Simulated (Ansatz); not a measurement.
`C[O][Al]([F])[Cl]` + HBr → `C[O][Al]([F])[Br]` + HCl at 700 K and 1 bar (ligand exchange at the Al–Cl bond).

Calculated with Ansatz (gas phase, PBE0-D4/def2-TZVP geometries, no zero-point term in ΔE). CBS: MP2 limit from def2 TZ/QZ plus the TZ coupled-cluster correction, frozen cores. This one scheme is used for every species. For Br outer-core shells are correlated without core-valence functions, which leaves a few kJ/mol of doubt a bond. Scalar relativity is left out up to krypton. Each species was taken in one conformer, which may not be the lowest.

```
            species  CCSD(T)/CBS energy (Eh)  H − E (kJ/mol)  S (J/(mol·K))
`C[O][Al]([F])[Cl]`               -916.81237           189.6          453.4
                HBr              -2573.91920            36.5          223.7
`C[O][Al]([F])[Br]`              -3030.35080           189.3          465.5
                HCl               -460.38127            38.4          211.8
```

H − E and S are ideal-gas, rigid-rotor, harmonic terms from PBE0-D4/def2-TZVP, for one conformer and one mirror image of each species. 1 Eh = 2625.50 kJ/mol, R = 8.31446 J/(mol·K).

By hand: ΔE, ΔH, ΔS and ΔG.

ΔE = (-3030.35080) + (-460.38127) − (-916.81237) − (-2573.91920) = -0.00050 Eh = -1.3 kJ/mol. Δ(H − E) = 189.3 + 38.4 − 189.6 − 36.5 = 1.6, so ΔH = 0.3 kJ/mol. ΔS = 465.5 + 211.8 − 453.4 − 223.7 = 0.2 J/(mol·K). ΔG = 0.3 − 700 × (0.2)/1000 = 0.2 kJ/mol.

By hand: the equilibrium constant, and the temperature at which ΔG would vanish if ΔH and ΔS stayed fixed.

log₁₀ K = −ΔG/(RT ln 10) = 0.0. ΔG = 0 at ΔH/ΔS = 1500 K, though so small a ΔH makes that figure unsure.

TΔS isn't small against ΔH here. The sign of ΔG lies within the doubt. A doubt of 5 kJ/mol in ΔE shifts log₁₀ K by 0.4 here. Other conformers and mirror images would add mixing entropy, several J/(mol·K) or more a flexible species. These are equilibria of isolated gas molecules and say nothing of rates. Largest T1 diagnostic: 0.011 (customary marks: 0.02 for closed shells, 0.045 for open ones).
